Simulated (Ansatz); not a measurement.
`C[SiH](O)S`, relaxed with RKS PBE0-D4/def2-TZVP in Ansatz from a PBE-D4/def2-SVP geometry. The force threshold is 0.005 eV/Å; the program also tests the step.

Total charge 0; spin multiplicity 1.

Start:

```xyz
10

C    -0.873    0.188   -1.062
Si   -0.019    0.172    0.603
O     1.320    1.174    0.426
S     0.519   -1.831    1.238
H    -1.782   -0.445   -1.039
H    -1.165    1.222   -1.337
H    -0.194   -0.198   -1.849
H    -0.924    0.622    1.719
H     1.907    1.207    1.202
H     1.212   -2.112    0.097
```

Q: How much energy does the relaxation release, and in how many steps? (Estimate.)

A: The calculation gave: 0.06 eV, in 7 steps.

Q: Which bonds change most? (An estimate is asked.)

A: The calculation gave: Si2–O3 from 1.682 to 1.646 Å; Si2–S4 from 2.168 to 2.141 Å; C1–Si2 from 1.871 to 1.852 Å; S4–H10 from 1.364 to 1.344 Å.

Q: Give the relaxed structure. (Estimate.)

A: Ansatz gave: 
```xyz
10

C    -0.869    0.189   -1.055
Si   -0.027    0.169    0.594
O     1.280    1.159    0.444
S     0.529   -1.800    1.227
H    -1.777   -0.415   -1.030
H    -1.136    1.213   -1.329
H    -0.209   -0.209   -1.830
H    -0.925    0.607    1.695
H     1.904    1.164    1.171
H     1.230   -2.077    0.113
```
